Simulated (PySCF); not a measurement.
## Computed spin Hamiltonian

Compound: C₇H₈OS (charge +1 and doublet state).
Geometry (GFN2-xTB, Å), atoms numbered from 1 in this order:
```
atom  x, y, z in Å
C1     2.5005   -0.7846    0.4770
O2     1.5812    0.2946    0.4853
C3     0.3201    0.1261    0.1134
C4    -0.2457   -1.0793   -0.3163
C5    -1.5730   -1.1365   -0.6783
C6    -2.3887    0.0073   -0.6277
C7    -1.8631    1.2051   -0.2122
C8    -0.5163    1.2947    0.1644
S9     0.1000    2.8224    0.6806
H10    2.1813   -1.5796    1.1555
H11    2.6244   -1.1895   -0.5303
H12    3.4459   -0.3690    0.8216
H13    0.3609   -1.9692   -0.3653
H14   -1.9933   -2.0742   -1.0069
H15   -3.4251   -0.0602   -0.9170
H16   -2.4731    2.0940   -0.1686
H17    1.3569    2.4101    0.9148
```

The hyperfine couplings belong to this conformer and change with its torsions.

Identity: `COc1ccccc1[SH+]` [radical] (charge +1).

Level of theory: PySCF 2.14.0, UKS B3LYP, pcH-1 on C H O S, non-relativistic, mean-field spin-orbit, GIAO. The structure is a single GFN2-xTB conformer in the gas phase; no vibrational or solvent corrections. The geometry wasn't refined by DFT: couplings that depend on bond lengths, twists or pyramidal angles can differ widely from those at the functional's own minimum, by a factor of two or more for some ions and for spin on atoms past the first row. Stability of the SCF solution: not tested.

```
g1, g2, g3        : 2.00210, 2.00681, 2.01112
g_iso             : 2.00668
Form of g         : rhombic: the two nearest values differ by 48 % of g3 − g1
⟨S²⟩              : 0.7578 (exact 0.7500)
α and β electrons : 37, 36
Basis functions   : 315
```

Isotropic coupling and dipolar principal values T1 to T3, in mT (MHz turned into mT with g_iso):

```tsv
atom	isotope	a_iso	of which spin–orbit	T1	T2	T3	Mulliken spin population
C1	13C	-0.15	0.00	-0.03	-0.01	0.04	-0.01
O2	17O	-0.47	0.00	-1.52	0.73	0.78	0.11
C3	13C	0.23	0.00	-0.60	-0.55	1.14	0.18
C4	13C	-0.53	0.00	-0.35	0.16	0.19	-0.08
C5	13C	0.45	0.00	-0.58	-0.54	1.12	0.20
C6	13C	0.06	0.00	-0.28	-0.27	0.55	0.09
C7	13C	-0.31	0.00	-0.05	0.01	0.05	-0.03
C8	13C	0.29	0.01	-0.70	-0.65	1.35	0.17
S9	33S	0.51	-0.01	-1.36	-1.28	2.64	0.38
H10	1H	0.61	0.00	-0.06	-0.04	0.11	0.01
H11	1H	0.61	0.00	-0.06	-0.04	0.11	0.01
H12	1H	-0.01	0.00	-0.06	-0.06	0.11	0.00
H13	1H	0.10	0.00	-0.09	0.00	0.09	0.00
H14	1H	-0.47	0.00	-0.29	-0.05	0.34	-0.01
H15	1H	-0.24	0.00	-0.16	-0.06	0.23	0.00
H16	1H	-0.02	0.00	-0.10	-0.04	0.14	0.00
H17	1H	-0.61	0.00	-0.22	-0.06	0.28	-0.01
```

Largest spin populations (Mulliken): S9 (+0.38), C5 (+0.20), C3 (+0.18) and C8 (+0.17). Four atoms exceed +0.15.

S9, the radical centre as drawn in `COc1ccccc1[SH+]`, holds a spin population of +0.38 out of 1.

Axes: g3 points within 1° of the O2–C3 bond.

Under fast tumbling the dipolar parts average out, and these isotropic splittings remain: 1 × 1H (H17, I = 1/2, 2 lines) with 0.61 mT, 1 × 1H (H14, I = 1/2, 2 lines) with 0.47 mT, 3 × 1H (H10/H11/H12, I = 1/2, 4 lines) with 0.40 mT, 1 × 1H (H15, I = 1/2, 2 lines) with 0.24 mT and 1 × 1H (H13, I = 1/2, 2 lines) with 0.10 mT.

Means are taken over nuclei equivalent by connectivity, which assumes that they swap fast. The three 1H nuclei of mean +11.2 MHz run from -0.4 to 17.1 MHz in the frozen geometry.

The 17O coupling of O2 (-13.3 MHz) shows only in satellite lines or after enrichment, since that isotope makes up about 0.038 % of natural oxygen.

The 33S coupling of S9 (14.4 MHz) shows only in satellite lines or after enrichment, since that isotope makes up about 0.76 % of natural sulfur.

β density exceeds α density at some nuclei, such as C4 (-0.0133), C7 (-0.0077) and H17 (-0.0039), spin density in bohr⁻³. In a single determinant that takes different orbitals for the two spins, that is spin polarisation.
